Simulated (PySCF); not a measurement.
Molecule: C₃H₅NSi, SMILES N#C/C=C\[SiH3]. Atoms near the plane z = 0.0 Å, at the PBE0/def2-SVP optimised geometry (x, y, z in Å): N1 (2.4, 1.2, 0.0), C2 (1.7, 0.3, 0.0), C3 (0.9, -0.9, 0.0), C4 (-0.4, -0.9, 0.0), Si5 (-1.6, 0.6, 0.0), H6 (1.5, -1.8, 0.0), H7 (-0.9, -1.9, 0.0), H8 (-0.8, 1.9, 0.0).

Computed with PBE0/def2-TZVP (PySCF). Cells within 0.4 Å of a nucleus heavier than hydrogen are left out (blank, or x). The values are rescaled to run from 0 to 1.

```
|1111111111111111111111111111111|
|1111111111111111111111111111111|
|1111111111111111111111111111111|
|1111111111111111111111111111111|
|1111111111111111111111111111111|
|1111111111100001111111111111111|
|1111111000000000111111111111111|
|1111110000110000011111111111111|
|1111100000112100000000111111111|
|1111000000135310000000133211111|
|11100000002453110000100xx311111|
|1110000000123210000013xxx211111|
|111000000xx111000000279x0000111|
|111000000xxx00000000xx961000111|
|111000000xx111100001xxx31100111|
|11100000000233100014xx000001111|
|1111000000134421102562000001111|
|1111000000124xx453xx31000001111|
|1111100000012xx78xxx10000001111|
|1111100000013xx343x631000011111|
|1111110000026621102662000011111|
|1111111000017520001471000011111|
|1111111100001110000110000111111|
|1111111100000000000000000111111|
|1111111110000000000000001111111|
|1111111111000000000000011111111|
|1111111111111111111111111111111|
|1111111111111111111111111111111|
|1111111111111111111111111111111|
|1111111111111111111111111111111|
|1111111111111111111111111111111|
```
Scale: ten equal steps from 0.000 (start of '0') to 1.00 (end of '9'), in the order '0123456789'; x runs from -4.50 to 4.50, y from -4.50 (bottom) to 4.50 (top).

**Question.** Which quantity is mapped?
A. deformation density (molecule minus spherical neutral atoms)
B. log10 of the electron density
C. Laplacian of the electron density
D. an orbital amplitude

**Answer.** A, deformation density (molecule minus spherical neutral atoms). In full: deformation density (molecule minus spherical neutral atoms) (e/bohr³), clipped to [-0.15, 0.15].
